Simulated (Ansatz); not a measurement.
**Worked example: Si(CH3)Cl3 + CH2F2 → SiH(CH3)Cl2 + CHClF2**

Species: Si(CH3)Cl3 (methyltrichlorosilane), singlet; CH2F2 (difluoromethane) `FCF`, singlet; SiH(CH3)Cl2 (methyldichlorosilane), singlet; CHClF2 (difluorochloromethane) `FC(F)Cl`, singlet. The partners trade Cl for H: Si–Cl and C–H bonds give way to Si–H and C–Cl.

Shapes, held fixed at every level: PBE0-D4/def2-TZVP. Programs: Ansatz 0.2.0. The zero-point and thermal change to 298 K, harmonic and unscaled (PBE0-D4/def2-TZVP), is -8.8 kJ/mol.

At CCSD(T)/CBS estimate; 1 Eh = 2625.50 kJ/mol:

| species | energy (Eh) |
| --- | --- |
| Si(CH3)Cl3 | -1708.450878 |
| CH2F2 | -238.826601 |
| SiH(CH3)Cl2 | -1249.214501 |
| CHClF2 | -698.003485 |

Q: Work out ΔH(298 K) of the reaction at this level.

A: 
1. Products less reactants: (-1249.214501) + (-698.003485) − [(-1708.450878) + (-238.826601)] = 0.059493 Eh = +156.2 kJ/mol.
2. With the thermal change: +156.2 + (-8.8) = +147.4 kJ/mol.

Other levels give +135.2 (PBE-D4/def2-TZVPP) to +152.1 kJ/mol (MP2/def2-TZVPP). No measured value is set beside it here. The CBS estimate extrapolates MP2 from def2-TZVPP and def2-QZVPP and adds CCSD(T) − MP2 in the triple-zeta set, cores frozen.
